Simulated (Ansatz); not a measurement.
Ideal-gas functions of `[F][Al]([F])[I]` at 400 K and 1 bar, from an Ansatz frequency run at PBE0-D4/def2-TZVP.

Molar mass 191.88 g/mol, point group C2v (symmetry number 2), electronic degeneracy 1, moments of inertia 74.854, 376.739, 451.592 u Å². Harmonic wavenumbers (cm⁻¹, unscaled): 145, 197, 239, 365, 807, 943.

Use S(trans) = R[1.5 ln M + 2.5 ln T − 1.1517]; rotational temperatures θ = 24.2544 K / I; S(rot) = R[ln(√π/σ · √(T³/θAθBθC)) + 1.5]; for each mode x = 1.438777 ν̃/T, S = R[x/(eˣ − 1) − ln(1 − e⁻ˣ)] and H = RT x/(eˣ − 1); 1 cm⁻¹ = 0.0119627 kJ/mol; R = 8.31446 J/(mol·K).

**Question.** By hand: the entropy, in J/(mol·K).

**Answer.** Translation 180.5. Rotation: θ = 0.324, 0.0644, 0.0537 K, giving 114.4. Vibration, mode by mode: 13.82, 11.35, 9.82, 6.62, 1.87, 1.27, in all 44.8. Electronic 0.0. Sum 339.7 J/(mol·K).

**Question.** By hand: H − E and G − E in kJ/mol, counted from the electronic energy.

**Answer.** Zero-point energy ½ × 2696 × 0.0119627 = 16.1; thermal vibration 9.5; translation, rotation and pV give 4 RT = 13.3. H − E = 38.9 kJ/mol, and G − E = 38.9 − 400 × 339.7/1000 = -97.0 kJ/mol.

Vibration gives 13 % of the entropy, 13.8 J/(mol·K) of it from the mode under 150 cm⁻¹: soft modes count most, and the harmonic formula is weakest for them.
